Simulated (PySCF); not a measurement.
## The W–Cl bond energy of WCl₃

Computed with PBE0 in PySCF with W def2-TZVP with ECP60, Cl def2-TZVP; scalar-relativistic core potentials, no spin–orbit coupling; density-fitted integrals.

Each entry is the lowest minimum that a search over a few typed start shapes (and spin states, where more than one is plausible) found, or that minimum re-optimised at the stated level; isomers with ligand–ligand bonds, or fragments after loss of a ligand pair, can lie lower.

Total energies (Eh), which compare only within these settings: Cl atom -459.99741.

```json
{"species": "WCl₂", "2S+1": "5", "group": "C2v", "E (Eh)": "-987.23973", "ZPE (kJ/mol)": "5.1"}
{"species": "WCl₃", "2S+1": "4", "group": "D3h", "E (Eh)": "-1447.39755", "ZPE (kJ/mol)": "9.0"}
```

Task: What are De and D0 for WCl₃ → WCl₂ + Cl?

Result: De = [(-987.23973) + (-459.99741) − (-1447.39755)] × 2625.5 = 421 kJ/mol. The zero-point energy changes by -4.0 kJ/mol, so D0 = 417 kJ/mol.

Atoms and open shells are unrestricted, without spin–orbit or basis-set superposition corrections.

One determinant describes each species, so states of open d or f shells may be missed.

Spin–orbit coupling can matter for elements this heavy.
